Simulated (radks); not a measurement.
The numbers below are computed, except where a source is named.
Neutral tungsten, 74 electrons, occupied as [Xe] 4f14 5d4 6s2. Code: a radial shooting solver on a logarithmic mesh with Libxc functionals. Model: Dirac Kohn-Sham, PBE, spin-unpolarised, spherical densities, point nucleus; open shells fill j = l - 1/2 first.

Unscreened Slater integrals over Kohn-Sham orbitals (cm^-1). Large and small components are both included. Empty in this configuration: 5d5/2.

integral          value
F0(5d3/2,5d3/2)   98546
F2(5d3/2,5d3/2)   48872
F0(5d3/2,6s1/2)   72311
G2(5d3/2,6s1/2)   20969
F0(5d3/2,4f7/2)  131430
F2(5d3/2,4f7/2)   28443
G3(5d3/2,4f7/2)  9445.2
G5(5d3/2,4f7/2)  7295.4
F0(5d3/2,4f5/2)  131610
F2(5d3/2,4f5/2)   27991
G1(5d3/2,4f5/2)   10671
G3(5d3/2,4f5/2)  9136.6
F0(5d3/2,5d5/2)   96160
F2(5d3/2,5d5/2)   47492
G2(5d3/2,5d5/2)   47439
G4(5d3/2,5d5/2)   30581
F0(6s1/2,6s1/2)   62020
F0(6s1/2,4f7/2)   81942
G3(6s1/2,4f7/2)  2148.6
F0(6s1/2,4f5/2)   82000
G3(6s1/2,4f5/2)  2105.4
F0(6s1/2,5d5/2)   71430
G2(6s1/2,5d5/2)   22325
F0(4f7/2,4f7/2)  330900
F2(4f7/2,4f7/2)  159530
F4(4f7/2,4f7/2)  100560
F6(4f7/2,4f7/2)   72481
F0(4f7/2,4f5/2)  333440
F2(4f7/2,4f5/2)  160800
F4(4f7/2,4f5/2)  101370
G2(4f7/2,4f5/2)  160180
G4(4f7/2,4f5/2)  101000
G6(4f7/2,4f5/2)   72808
F0(4f7/2,5d5/2)  126120
F2(4f7/2,5d5/2)   26096
F4(4f7/2,5d5/2)   11872
G1(4f7/2,5d5/2)  9834.0
G3(4f7/2,5d5/2)  8421.3
G5(4f7/2,5d5/2)  6523.0
F0(4f5/2,4f5/2)  336040
F2(4f5/2,4f5/2)  162130
F4(4f5/2,4f5/2)  102230
F0(4f5/2,5d5/2)  126280
F2(4f5/2,5d5/2)   25671
F4(4f5/2,5d5/2)   11595
G1(4f5/2,5d5/2)  9389.1
G3(4f5/2,5d5/2)  8125.0
G5(4f5/2,5d5/2)  6312.1
F0(5d5/2,5d5/2)   93925
F2(5d5/2,5d5/2)   46295
F4(5d5/2,5d5/2)   29794
